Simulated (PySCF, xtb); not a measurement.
C5H5F, SMILES FC1C=CC=C1. The values are those of a single conformer.

Harmonic wavenumbers (cm⁻¹) from GFN2-xTB (xtb) at its own minimum, in rising order: 171, 320, 526, 531, 693, 770, 776, 823, 874, 882, 918, 1017, 1039, 1068, 1082, 1137, 1175, 1237, 1251, 1320, 1569, 1647, 2843, 3133, 3140, 3162, 3163.

**Question.** What does B3LYP-D3(BJ)/def2-SVP (PySCF 2.14.0) give at its own minimum? (An estimate is asked for; the answer gives what the named calculation found.)

**Answer.** 190, 332, 551, 556, 684, 722, 796, 847, 894, 971, 977, 992, 1050, 1070, 1089, 1172, 1249, 1312, 1323, 1389, 1600, 1668, 2972, 3203, 3213, 3236, 3239. Paired by order, the mean absolute difference is 44 cm⁻¹ and the zero-point energies are 51.8 and 53.3 kcal/mol.
